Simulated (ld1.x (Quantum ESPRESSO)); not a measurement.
## Ho (Z = 67), ultrasoft: configuration errors across variants

```
Element                 : Ho
Generator               : ld1.x (Quantum ESPRESSO) 7.5
Type                    : ultrasoft
Functional              : PBEsol
Relativity              : scalar-relativistic
Frozen core             : [Kr] 4d10
Valence charge          : 21
Reference configuration : 4f11 5s2 5p6 5d0 6s2 6p0
Partial waves           : 5s (bound): rcut 1.75, rcutus 2.15 bohr; 6s (bound): rcut 1.75, rcutus 2.15 bohr; 5p (bound): rcut 2.00, rcutus 2.25 bohr; 6p (bound, empty): rcut 2.00, rcutus 2.25 bohr; 5d (bound, empty): rcut 3.30, rcutus 3.80 bohr; 5d channel at 2.4 Ry: rcut 3.30, rcutus 3.80 bohr; 4f (bound): rcut 0.75, rcutus 0.90 bohr; 4f channel at 0.95 Ry: rcut 0.75, rcutus 0.90 bohr
Local potential         : all-electron potential smoothed inside 0.95 bohr (lloc = -1)
Core correction         : Bessel-smoothed model core inside 0.45 bohr
Augmentation charge     : built from norm-conserving waves at rcut, not smoothed further
```

All-electron excitation energies from the reference (eV): (1) 4f11 5s2 5p6 5d0 6s1 6p0 6.323; (2) 4f11 5s2 5p6 5d0 6s0 6p0 18.019; (3) 4f11 5s2 5p5 5d0 6s2 6p0 31.258; (4) 4f12 5s2 5p6 5d0 6s0 6p0 8.011.

The overlap operator is not positive definite (basis up to 400 Ry) in “base”, “core correction Bessel-smoothed model core inside 0.90 bohr”, “waves 4f (bound): rcut 0.75, rcutus 1.08 bohr; 4f channel at 0.95 Ry: rcut 0.75, rcutus 1.08 bohr”, “wave 4f channel at 0.95 Ry: rcut 0.75, rcutus 0.90 bohr becomes 4f channel at 0.18 Ry: rcut 0.75, rcutus 0.90 bohr”. Such files are unfit for use, however small their errors in these radial tests.

Tests that are not counted but printed errors over 1 eV. “base”: 4f10 5s2 5p6 5d0 6s0 6p0 (solver errors, printed error -3368 eV); 4f11 5s2 5p6 5d0 6s0 6p2 (solver errors, printed error -6.2 eV). “core correction Bessel-smoothed model core inside 0.90 bohr”: 4f10 5s2 5p6 5d0 6s0 6p0 (solver errors, printed error -3367 eV); 4f11 5s2 5p6 5d0 6s0 6p2 (solver errors, printed error -6.2 eV); 1 more. “waves 4f (bound): rcut 0.75, rcutus 1.08 bohr; 4f channel at 0.95 Ry: rcut 0.75, rcutus 1.08 bohr”: 4f10 5s2 5p6 5d0 6s0 6p0 (solver errors, printed error -277 eV); 4f11 5s2 5p6 5d0 6s0 6p2 (solver errors, printed error -6.2 eV); 1 more. “wave 4f channel at 0.95 Ry: rcut 0.75, rcutus 0.90 bohr becomes 4f channel at 0.18 Ry: rcut 0.75, rcutus 0.90 bohr”: 4f10 5s2 5p6 5d0 6s0 6p0 (solver errors, printed error -3368 eV).

3 further variants failed, have other tests or another functional or relativity, and are left out.

The file “base” misses its own reference levels by 1.4 eV. The file “core correction Bessel-smoothed model core inside 0.90 bohr” misses its own reference levels by 1.4 eV. The file “waves 4f (bound): rcut 0.75, rcutus 1.08 bohr; 4f channel at 0.95 Ry: rcut 0.75, rcutus 1.08 bohr” misses its own reference levels by 1.4 eV. The file “wave 4f channel at 0.95 Ry: rcut 0.75, rcutus 0.90 bohr becomes 4f channel at 0.18 Ry: rcut 0.75, rcutus 0.90 bohr” misses its own reference levels by 1.4 eV.

Errors AE − PS in meV (a dash: test not solved or not reliable):

| change | (1) | (2) | (3) | (4) | bound ghosts |
| --- | --- | --- | --- | --- | --- |
| base | +491 | +1578 | -1387 | +1505 | not determined (overlap not positive) |
| core correction Bessel-smoothed model core inside 0.90 bohr | +491 | +1578 | -1387 | +1505 | not determined (overlap not positive) |
| waves 4f (bound): rcut 0.75, rcutus 1.08 bohr; 4f channel at 0.95 Ry: rcut 0.75, rcutus 1.08 bohr | +491 | +1578 | -1386 | +1506 | not determined (overlap not positive) |
| wave 4f channel at 0.95 Ry: rcut 0.75, rcutus 0.90 bohr becomes 4f channel at 0.18 Ry: rcut 0.75, rcutus 0.90 bohr | +491 | +1578 | -1387 | +1506 | not determined (overlap not positive) |

Problem. Give the same row for: waves 5p (bound): rcut 1.50, rcutus 1.58 bohr; 6p (bound): rcut 1.50, rcutus 1.58 bohr.

Solution. +490, +1575, -1331, +1597; bound ghosts: not determined (overlap not positive). Not counted: 4f11 5s2 5p6 5d1 6s0 6p0 (solver errors, printed error -1.9 eV). Its overlap operator is not positive definite in a basis up to 400 Ry (lowest eigenvalue s -0.34, d -0.14), so the file is unfit for use: the generalised eigenproblem breaks down once the basis is large enough, and its test numbers describe a broken file.
